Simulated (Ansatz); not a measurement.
CH4N (SMILES [CH2]N), doublet, geometry from GFN2-xTB; R2SCAN/cc-pVDZ in Ansatz (an electronic-structure program).

Input for Ansatz:
Ansatz 0.2 input:
```yaml
crystal:
  periodic: [false, false, false]
  atoms:
    - {symbol: C, position_ang: [-0.71383820, 0.05340766, -0.14623816]}
    - {symbol: N, position_ang: [0.64268006, -0.04802632, 0.15629072]}
    - {symbol: H, position_ang: [-1.30378940, -0.82750337, 0.02165825]}
    - {symbol: H, position_ang: [-1.16517043, 1.01349598, 0.01736352]}
    - {symbol: H, position_ang: [1.18967095, 0.75232861, -0.12976755]}
    - {symbol: H, position_ang: [1.06355764, -0.92258292, -0.12586027]}
basis:
  gaussian:
    orbitals: cc-pVDZ
hamiltonian:
  xc: r2scan
magnetization: {spin_polarized: true, initial_magnetization: 1}
```

The log (banner, timings and long lists left out):

```
Functional definition: r2SCAN
610 factors; their error is unknown
mean field evaluation 1: about -2584.2788 eV, gradient 3.2e1 eV
mean field evaluation 2: about -2581.4956 eV, gradient 4.1e1 eV
mean field evaluation 4: about -2589.0478 eV, gradient 1.8e0 eV
mean field evaluation 8: about -2589.0452 eV, gradient 2.8e-2 eV
mean field evaluation 16: about -2589.0452 eV, gradient 2.9e-5 eV
mean field -2589.04516475 eV, -95.1456548869 hartree, gradient 2.9e-5 eV, S^2 0.754399; 0 other end points of the search recorded, 0 dependent functions left out
reference -2589.04517243 eV, -95.1456551688 hartree; 9, 8 occupied and 39, 40 virtual orbitals, 610 factors
Total energy: -2589.04517243 eV, -95.1456551688 hartree
```
